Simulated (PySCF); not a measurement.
# How the method changes the shape and vibrations of CClGeH4 anion

These are calculations, not measurements. They come from PySCF 2.14.0, an open-source quantum chemistry program, on an isolated molecule that a program drew, which may never have been made. The molecule is CClGeH4 anion (charge -1, singlet), drawn as the SMILES string `[CH3][GeH-][Cl]`.

The geometry was optimised and harmonic frequencies were computed with HF and MP2, all in the aug-cc-pV(D+d)Z basis, for the commonest isotopes, with a restricted reference for singlets and an unrestricted one otherwise, and a frozen core in MP2. Germanium has the aug-cc-pVDZ-PP basis, with a core potential (ECP10MDF) in place of its 10 inner electrons, and its 3s, 3p and 3d shells are frozen in MP2. Each result is a local minimum of its method.

Geometry at the HF minimum:
```xyz
7
CClGeH4 anion, angstrom
C    -0.3913    1.1357    1.2593
Ge    0.1138    1.3624   -0.7044
Cl    1.5813   -0.5877   -0.7752
H    -0.8932    2.0531    1.5955
H    -1.0937    0.3057    1.3773
H     0.4734    0.9567    1.9016
H     1.3201    2.3860   -0.4330
```

Lengths of the bonds as drawn, in Å (atoms numbered as above):
```
   bond     HF    MP2
 C1-Ge2  2.040  2.058
Ge2-Cl3  2.442  2.414
  C1-H4  1.098  1.109
  C1-H5  1.094  1.104
  C1-H6  1.092  1.103
 Ge2-H7  1.605  1.616
```

Rotational constants, in GHz:
| constant | HF | MP2 |
|---|---|---|
| A | 8.94 | 8.708 |
| B | 3.023 | 3.112 |
| C | 2.345 | 2.383 |

Harmonic frequencies in cm^-1, each column in rising order, so a row needn't be the same motion in every method:
| rank | HF | MP2 |
|---|---|---|
| 1 | 153 | 142 |
| 2 | 176 | 167 |
| 3 | 240 | 264 |
| 4 | 516 | 490 |
| 5 | 612 | 564 |
| 6 | 675 | 639 |
| 7 | 760 | 694 |
| 8 | 911 | 843 |
| 9 | 1299 | 1171 |
| 10 | 1534 | 1427 |
| 11 | 1549 | 1442 |
| 12 | 1835 | ? |
| 13 | 3106 | 3012 |
| 14 | 3181 | 3110 |
| 15 | 3219 | 3139 |

**Estimate the missing MP2 frequency from the HF column.**

A single factor s that minimises the squared misfit of MP2 against s times HF over the other rows is sum(HF x MP2) / sum(HF^2) = 0.9630, with an rms misfit of 38 cm^-1. For rank 12 it gives 0.9630 x 1835 = 1767 cm^-1. The calculation gives 1790 cm^-1, 23 cm^-1 above the estimate. The drawn bonds are on average 0.6 % longer in MP2 than in HF.
